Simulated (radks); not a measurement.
The numbers below are computed, except where a source is named.
Question: The table gives one normalised radial function P(r) = r R(r) (large component) of Be2+ in 1s1 2p1 (r in bohr). Level of theory: Dirac Kohn-Sham, LDA (Slater exchange, VWN5 correlation), spin-unpolarised, spherical densities, point nucleus; open shells fill j = l - 1/2 first (a radial shooting solver on a logarithmic mesh with Libxc functionals).

r	P
0.02504	0.0025
0.03035	0.0037
0.03706	0.0054
0.04527	0.0080
0.05485	0.0115
0.067	0.0167
0.08118	0.0238
0.09915	0.0343
0.1201	0.0484
0.1467	0.0686
0.1778	0.0949
0.2172	0.1313
0.2631	0.1769
0.3214	0.2371
0.3894	0.3077
0.4756	0.3939
0.5809	0.4893
0.7039	0.5830
0.8597	0.6720
1.042	0.7355
1.272	0.7626
1.542	0.7378
1.883	0.6537
2.282	0.5259
2.787	0.3684
3.377	0.2251
4.124	0.1115
4.997	0.0456
6.104	0.0137

Which n and l does it have? It may be an empty orbital.

Answer: n = 2, l = 1: the number of nodes gives n - l - 1 = 0, the rise at small r points to l (this Dirac orbital starts as r^gamma with gamma = sqrt((l + 1)^2 - (Z/c)^2) = 2.00; the j = 3/2 orbital of l + 1 starts with the same power, but with a smaller coefficient, and then steepens), and the extent must fit the shell. The curve is that of 2p3/2; the two j differ most near the nucleus, where j = l - 1/2 has the larger amplitude, and in heavy atoms j = l - 1/2 is also the more compact. 2p3/2 (empty): eigenvalue -24.880 eV, 0 radial nodes, <r> = 1.63 bohr, 90 % of the charge inside 2.64 bohr.
